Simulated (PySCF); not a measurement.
## Dipole moment and polarisability of `C[C@@H]1C[C@@H]2C[C@@H]2C1`

Compound: C7H12.
Cartesian coordinates in Å at the GFN2-xTB level; atoms count from 1:
```xyz
19
C7H12 angstrom
C      2.2405    0.3540    0.2347
C      0.8128    0.6380   -0.2085
C     -0.1772    0.7471    0.9667
C     -1.5180    0.3249    0.3951
C     -1.7795   -1.1485    0.3126
C     -1.2669   -0.4139   -0.8885
C      0.2316   -0.4573   -1.1224
H      2.8994    0.2797   -0.6277
H      2.6061    1.1512    0.8783
H      2.2896   -0.5830    0.7864
H      0.7972    1.5855   -0.7577
H     -0.2120    1.7610    1.3643
H      0.1265    0.0789    1.7759
H     -2.3543    0.9994    0.5085
H     -2.8063   -1.4844    0.3052
H     -1.1063   -1.8174    0.8285
H     -1.9122   -0.2982   -1.7470
H      0.4804   -0.2755   -2.1674
H      0.6388   -1.4322   -0.8447
```

Level: B3LYP/def2-SVPD (PySCF), static field, nuclei fixed, core orbitals frozen in the response. The polarisability tensor in these axes (au):

```
x   84.54  4.42 -0.85
y    4.42 73.31  2.36
z   -0.85  2.36 74.36
```

Question: Diagonalise the tensor; give its mean and Δα, where Δα² is half the sum of the squared differences of the eigenvalues.

Answer: Principal values 70.25, 75.89 and 86.07 au; mean 77.40 au = 11.47 Å³ = 12.76 × 10⁻⁴⁰ C²·m²/J; Δα = 13.89 au (18 % of the mean).

Question: What is the dipole moment, and where does it point?

Answer: (-0.04, 0.26, -0.16) D, 0.30 D in size, pointing from the negative to the positive side. Measured along this direction, the outermost atoms are H16 at the negative end and H11 at the positive end.

Question: Refractivity n − 1 of an ideal gas of it at 350 K and 1 atm, from the electronic α?

Answer: N = p/kT = 2.0968 × 10¹⁹ cm⁻³, so n − 1 = 2π × N × 11.47 × 10⁻²⁴ cm³ = 1511 × 10⁻⁶ at long wavelengths.

Question: In TDDFT the mean static polarisability is Σ f/ω² over all singlet excitations (ω in hartree). How much of it do the 8 lowest give? Their energies (eV) and oscillator strengths: 6.99, 0.0022; 7.39, 0.0018; 7.51, 0.0319; 7.62, 0.0372; 7.80, 0.0001; 7.85, 0.0039; 7.99, 0.0000; 8.19, 0.0050.

Answer: They add up to 1.06 au, 1.4 % of the 77.40 au; the largest single term is 0.47 au, from the state at 7.62 eV. Terms in order: 0.03, 0.02, 0.42, 0.47, 0.00, 0.05, 0.00, 0.06 au. Higher excitations give the rest. The strengths listed sum to 0.082.

Question: How large is μ²/3kT at 273 K beside α?

Answer: In Gaussian units μ²/3kT = 0.81 Å³ against 11.47 Å³, a ratio of 0.07; the Debye molar polarisation (4π/3)N_A(α + μ²/3kT) is 31.0 cm³/mol, leaving out the vibrational part.

Question: What depolarisation ratio follows for Rayleigh scattering of linearly polarised light, taking the static tensor?

Answer: ρ = 3Δα²/(45ᾱ² + 4Δα²) = 578.5/(269591 + 771.4) = 0.00214.

The structure is a single GFN2-xTB conformer in the gas phase; no vibrational or solvent corrections.
